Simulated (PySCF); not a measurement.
Simulation results for CH₄AlBN

All values are calculated (PySCF 2.14.0). Calculation on a computer-drawn molecule: the log of a Hartree-Fock and frozen-core CCSD(T) single point meant for a local Hartree-Fock minimum, with one planted fault or none, to be diagnosed. Offsets are logged minus clean, where the clean run is the same molecule without the fault. The reference is restricted for singlets and unrestricted otherwise, and also for a bond in bohr or an excited solution. Adding or removing an electron swaps singlet and doublet. The excited solution moves the top pair (singlet) or top alpha electron (doublet) to the lowest empty orbital. Highest occupied and lowest empty are orbital energies over both spins, largest force is the largest gradient component, triples share is (T) over the correlation energy, the T1 limit is 0.02 restricted and 0.045 unrestricted, electrons count all cores, a negative frequency is imaginary (commonest isotopes), and the dipole is about the centre of nuclear charge.

### CH₄AlBN

Logged structure:
```xyz
8
CH4AlBN
B      0.7095    -2.7862    -2.5442
N     -0.1315    -1.8431    -2.4581
Al    -1.2519    -0.5855    -2.3439
C     -2.5235     0.8471    -2.2143
H      2.1769    -4.4319    -2.6940
H     -3.4995     0.5087    -2.5694
H     -2.6120     1.1694    -1.1744
H     -2.1925     1.6906    -2.8243
```

```
meant charge                         : 1
meant multiplicity                   : 1
meant basis                          : cc-pV(D+d)Z
logged electrons                     : 34
logged basis functions               : 85
logged SCF converged                 : yes
logged spin squared                  : 0.7182
logged highest occupied              : -17.093 eV
logged lowest empty                  : -3.5864 eV
logged largest force                 : 0.01961 hartree/bohr
logged T1 diagnostic                 : 0.068019
logged D1 diagnostic                 : 0.29233
logged triples share                 : 0.039086
logged CC converged                  : yes
logged dipole magnitude              : 0.030765 debye
logged SCF stable within its kind    : yes
logged energy HF                     : -360.93925 hartree
logged energy CCSD(T)                : -361.40342 hartree
possible faults                      : no fault, one electron removed, one electron added, multiplicity raised by two, geometry at a saddle point, SCF held on an excited solution, minimal basis STO-3G, one bond length entered in bohr, all coordinates scaled
planted fault                        : one bond length entered in bohr, row 4 of the drawn bonds
HF energy offset from clean run      : 84.68 kcal/mol
CCSD(T) energy offset from clean run : 84.14 kcal/mol
```

Drawn bonds:
| atom | other atom | order |
| --- | --- | --- |
| 1 | 2 | 1 |
| 2 | 3 | 2 |
| 3 | 4 | 1 |
| 1 | 5 | 1 |
| 4 | 6 | 1 |
| 4 | 7 | 1 |
| 4 | 8 | 1 |

Notes: T1 above single-reference limit.
